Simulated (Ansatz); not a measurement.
The same path of CH$_{7}$IOSi$_{2}$ (12 atoms, charge 0, multiplicity 1) was run 3 times with different band settings. The coordinate that changes most is the dihedral I5–Si2–O3–H9.

Level of theory: RKS r2SCAN/def2-SVP (Ansatz 0.2.0).

Relaxed end points:

```xyz
12
Properties=species:S:1:pos:R:3
C -1.128 1.272 -0.388
Si 0.433 0.249 -0.248
O 0.994 -0.259 -1.732
Si 0.227 -1.668 1.076
I 2.141 1.711 0.836
H -1.484 1.579 0.608
H -0.958 2.185 -0.982
H -1.920 0.680 -0.877
H 1.242 0.426 -2.366
H -0.780 -2.607 0.488
H -0.235 -1.264 2.439
H 1.545 -2.360 1.181
```

```xyz
12
Properties=species:S:1:pos:R:3
C -1.217 1.332 -0.356
Si 0.367 0.361 -0.277
O 0.820 0.072 -1.856
Si 0.259 -1.614 0.989
I 2.103 1.743 0.863
H -1.567 1.601 0.652
H -1.068 2.258 -0.935
H -1.997 0.733 -0.854
H 1.652 -0.398 -1.987
H -0.765 -2.552 0.428
H -0.100 -1.299 2.405
H 1.591 -2.294 0.962
```

Common settings: climbing image yes; spring 5.0 eV/Å²; start path through a guess of the saddle point; force threshold 0.05 eV/Å; end points relaxed.

| run | movable images | optimiser | iteration limit | largest step |
| --- | --- | --- | --- | --- |
| 1 | 7 | quadratic models (default) | 43 | default |
| 2 | 2 | quadratic models (default) | 60 | default |
| 3 | 7 | fire | 60 | 0.5 Å |

Question: What does each run give, and how far can it be trusted?

Answer: Run 1: converged after 10 iterations, highest image 0.016 eV above the first end. A vibrational analysis at the climbing image gives one clearly imaginary mode, 220i cm⁻¹: a first-order saddle point.
Run 2: converged after 7 iterations, highest image 0.016 eV above the first end. Another band between the same ends (7 images) ends at a top of the same energy, where a vibrational analysis finds 1 clearly imaginary mode. So few images can step over the top or miss a turn of the path.
Run 3: converged after 48 iterations, highest image 0.016 eV above the first end. Another band between the same ends (7 images) ends at a top of the same energy, where a vibrational analysis finds 1 clearly imaginary mode.
